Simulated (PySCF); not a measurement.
BClH₄N₂.

```xyz
8

B      0.0000     0.0000     0.4472
Cl     0.0000     0.0000    -1.3584
N      0.0000    -1.2544     1.1039
H      0.0000    -1.3658     2.1160
H      0.0000    -2.1291     0.5850
N      0.0000     1.2544     1.1039
H      0.0000     1.3658     2.1160
H      0.0000     2.1291     0.5850
```

Coordinates come from a PBE-D3(BJ)/def2-SVP optimisation. Other conformers were not sampled.

These are PBE0/pcSseg-1 (PySCF) values and carry that method's errors. Non-relativistic, no solvent.

Computed absolute GIAO shielding of each atom: isotropic value and principal components (ppm):
```json
[
 {"atom": "B1", "σ(iso)": "74.4", "σ11": "45.9", "σ22": "82.4", "σ33": "94.8", "span": "49.0"},
 {"atom": "Cl2", "σ(iso)": "909.7", "σ11": "784.6", "σ22": "905.8", "σ33": "1038.6", "span": "254.0"},
 {"atom": "N3", "σ(iso)": "199.0", "σ11": "154.7", "σ22": "195.4", "σ33": "246.8", "span": "92.1"},
 {"atom": "H4", "σ(iso)": "29.0", "σ11": "22.8", "σ22": "25.7", "σ33": "38.4", "span": "15.7"},
 {"atom": "H5", "σ(iso)": "28.8", "σ11": "22.3", "σ22": "27.0", "σ33": "37.0", "span": "14.7"},
 {"atom": "N6", "σ(iso)": "199.0", "σ11": "154.7", "σ22": "195.4", "σ33": "246.8", "span": "92.1"},
 {"atom": "H7", "σ(iso)": "29.0", "σ11": "22.8", "σ22": "25.7", "σ33": "38.4", "span": "15.7"},
 {"atom": "H8", "σ(iso)": "28.8", "σ11": "22.3", "σ22": "27.0", "σ33": "37.0", "span": "14.7"}
]
```
